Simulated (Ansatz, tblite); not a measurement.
Removing and adding an electron: AgBr2 (the lowest doublet isomer of a short search). Total charge 0; doublet. Geometry: B3LYP-D4/def2-TZVP. Ansatz, gas phase; energy differences of separate SCF runs; the oxidised species is a triplet (the singlet lies 1.20 eV higher at PBE0-D4/def2-TZVP); the reduced species is a singlet (the triplet lies 4.76 eV higher at PBE0-D4/def2-TZVPD).

```csv
atom,x (Å),y (Å),z (Å)
Ag1,0.001,-0.001,0.000
Br2,1.698,1.450,0.949
Br3,-1.699,-1.450,-0.949
```

In the def2 sets Ag takes a core potential; there is no spin–orbit coupling. The xTB rows come from tblite. The structure comes from a short search, and lower isomers may exist.

| level | −HOMO (eV) | vertical IE (eV) | −LUMO (eV) | vertical EA (eV) | HOMO–LUMO gap (eV) | IE − EA (eV) |
| --- | --- | --- | --- | --- | --- | --- |
| GFN1-xTB | – | 15.04 | – | 6.99 | – | 8.05 |
| GFN2-xTB | – | 15.11 | – | 8.77 | – | 6.34 |
| r2SCAN-D4/def2-TZVP | 7.24 | 10.00 | 7.08 | – | 0.16 | – |
| r2SCAN-D4/def2-TZVPD | 7.26 | – | 7.10 | 4.48 | 0.16 | – |
| PBE0-D4/def2-TZVP | 8.07 | 9.86 | 6.56 | – | 1.51 | – |
| PBE0-D4/def2-TZVPD | 8.10 | – | 6.58 | 4.72 | 1.51 | – |

Run but left out: PBE-D4/def2-TZVP, PBE-D4/def2-TZVPD (doublet: an occupied level 0.01 eV above an empty one).   HOMO and LUMO are the levels of the spin that leaves or enters (xTB has no such levels and no spin-polarisation term). Other spin states of the ions may lie lower, which would lower the ionisation energy or raise the affinity. Raw xTB energy differences between charge states are shifted by several eV; the methods need an empirical correction for them.
